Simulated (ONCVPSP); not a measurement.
Scattering properties, ONCV potential for H (Z = 1)

ONCVPSP 4.0.1 input, shortened (lines: element, Z, core and valence counts, functional; n l f; lmax; l rc ep ncon nbas qcut; lloc lpopt rc5 dvloc0; l nproj debl; icmod fcfact rcfact), revPBE, scalar-relativistic:

```
  H 1.00    0    1  -102130      upf
    1    0    1.00
    0
    0    1.00    0.00    4    9    7.10
    4    5    0.75    0.00
    0    2    1.20
    0    0.00    0.00
```

The phase is arctan(r·R′/R) of the radial function R(r), unwrapped; energies in Ha, scanned from -2 to 5 Ha. A pole is an energy at which the radial function vanishes at the test radius. The pseudo phase is shifted by a multiple of π to meet the all-electron one at the reference energy, and phase errors are pseudo minus all-electron; the curves can meet again beyond the range given. Levels narrower than the energy grid can be missing from the lists of poles.

For each channel, where are the poles, and over which energies does the pseudopotential scatter like the atom?

```json
{"channel": "s", "radius (bohr)": "1.01", "reference energy (Ha)": "-0.24", "poles, all-electron": "2.52", "poles, pseudo": "2.52", "unbroken range about the reference energy with phases within 0.05 rad": "the whole range", "phase error 1 Ha above the reference energy (rad)": "-0.000"}
```

Phases in the s channel:

| E (Ha) | all-electron | pseudo |
| --- | --- | --- |
| -1.98 | 0.466 | 0.466 |
| -1.62 | 0.260 | 0.260 |
| -1.26 | 0.001 | 0.001 |
| -0.90 | -0.292 | -0.292 |
| -0.54 | -0.578 | -0.578 |
| -0.18 | -0.820 | -0.820 |
| 0.18 | -1.009 | -1.009 |
| 0.54 | -1.153 | -1.153 |
| 0.90 | -1.265 | -1.265 |
| 1.26 | -1.355 | -1.355 |
| 1.62 | -1.428 | -1.428 |
| 1.98 | -1.490 | -1.490 |
| 2.34 | -1.545 | -1.545 |
| 2.70 | -1.596 | -1.596 |
| 3.06 | -1.644 | -1.644 |
| 3.42 | -1.692 | -1.692 |
| 3.78 | -1.741 | -1.741 |
| 4.14 | -1.794 | -1.794 |
| 4.50 | -1.852 | -1.852 |
| 4.86 | -1.921 | -1.921 |
